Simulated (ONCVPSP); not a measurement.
# Reading a pseudo-wave (Co (Z = 27))

Columns: radius, all-electron u(r) and pseudo u(r) of the 3p shell (level -103.69 eV) of cobalt in the configuration [Ne] 3s2 3p6 3d6; LDA (Perdew-Zunger), scalar-relativistic, ONCV scheme, ONCVPSP 4.0.1.

```csv
r (bohr),all-electron,pseudo
0.062,-0.3759,0.0277
0.125,-0.6302,0.1088
0.188,-0.5197,0.2341
0.250,-0.2042,0.3881
0.312,0.1704,0.5584
0.375,0.5220,0.7320
0.438,0.8034,0.8901
0.500,1.0007,1.0180
0.562,1.1247,1.1123
0.625,1.1873,1.1711
0.688,1.2002,1.1919
0.750,1.1772,1.1757
0.812,1.1297,1.1294
0.875,1.0650,1.0648
0.938,0.9907,0.9905
1.000,0.9131,0.9130
1.062,0.8347,0.8345
1.125,0.7565,0.7564
1.188,0.6817,0.6816
1.250,0.6122,0.6121
1.312,0.5476,0.5475
1.375,0.4871,0.4870
1.438,0.4319,0.4319
1.500,0.3826,0.3825
1.562,0.3381,0.3381
1.625,0.2975,0.2974
```

Task: How many radial nodes do the two functions have?

Result: The all-electron 3p function has n − l − 1 = 1; the pseudo-wave has 0, since the states of the same l below it are removed with the core.

Task: At about which radius was the pseudo-wave matched?

Result: 0.80 bohr, where the columns begin to agree (steps of 0.06 bohr).

Task: Is the pseudo-wave norm-conserving?

Result: Yes: the ONCV scheme keeps the norm inside the radius equal to the all-electron one, which fixes the energy derivative of the logarithmic derivative at the level.
